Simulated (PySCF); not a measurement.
## Polarisability and C₆ of Os (osmium, neutral)

[Xe] 4f14 5d6 6s2, high-spin 5D determinant. All numbers are calculated (PySCF 2.14, scalar relativity through the core potential, in aug-cc-pVTZ-PP with one added diffuse shell each of s, p, d, f, g type with ECP60MDF (7s7p6d4f3g, 113 functions)). Coupled (time-dependent) response in atomic units; α is the mean over directions.

```csv
method,mean α (bohr³),"α xx, yy, zz",C₆ (like pair),S(−4)
PBE0,58.52,"59.11, 59.11, 57.35",665.3,1375
```

S(−4) is the Cauchy moment in α(ω) = α(0) + S(−4) ω² + …

Reference α: 57 ± 3 bohr³ (recommended; Schwerdtfeger and Nagle, table of static dipole polarizabilities (2023 update)). Published C₆: 584.0 (Gould and Bucko (2016)).

Spin-orbit coupling is absent.

α(iu) at PBE0:

| u (hartree) | α(iu) (bohr³) |
| --- | --- |
| 0 | 58.52 |
| 0.0500 | 55.37 |
| 0.100 | 48.26 |
| 0.200 | 33.95 |
| 0.300 | 24.37 |
| 0.500 | 14.55 |
| 0.750 | 9.205 |
| 1.00 | 6.511 |
| 1.50 | 3.857 |
| 2.00 | 2.577 |
| 3.00 | 1.386 |
| 5.00 | 0.5819 |

The components differ because the open shell of this determinant is not spherical; for a pure term their mean is the scalar polarisability.

Energies and moments cover only the electrons outside the core potential. Spin-orbit coupling, absent here, splits the open shell strongly.
